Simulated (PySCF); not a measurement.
SMILES CSCc1ccco1 (C₆H₈OS) (GFN2-xTB optimised geometry):

```
16

C     -2.516    -0.841    -2.431
S     -1.677    -2.297    -1.749
C     -1.389    -1.689    -0.035
C     -0.410    -0.582     0.000
C      0.955    -0.582     0.000
C      1.351     0.777     0.000
C      0.201     1.501    -0.005
O     -0.871     0.690    -0.009
H     -2.711    -1.052    -3.477
H     -3.452    -0.680    -1.902
H     -1.871     0.028    -2.339
H     -1.019    -2.557     0.508
H     -2.352    -1.374     0.364
H      1.592    -1.443     0.000
H      2.352     1.156     0.003
H      0.015     2.557    -0.006
```

Method: PySCF with B3LYP/def2-TZVP.

### Question
What are the frontier orbital energies and the dipole moment?

### Answer
HOMO-2 -7.88 eV, HOMO-1 -6.42 eV, HOMO -5.88 eV, LUMO -0.27 eV, LUMO+1 0.74 eV; dipole moment 1.19 D.

Meta-Löwdin charges at B3LYP/def2-TZVP: C1 -0.40, S2 0.04, C3 -0.27, C4 0.17, C5 -0.19, C6 -0.18, C7 0.02, O8 -0.24, H9 0.13, H10 0.12, H11 0.13, H12 0.14, H13 0.13, H14 0.13, H15 0.13, H16 0.14.
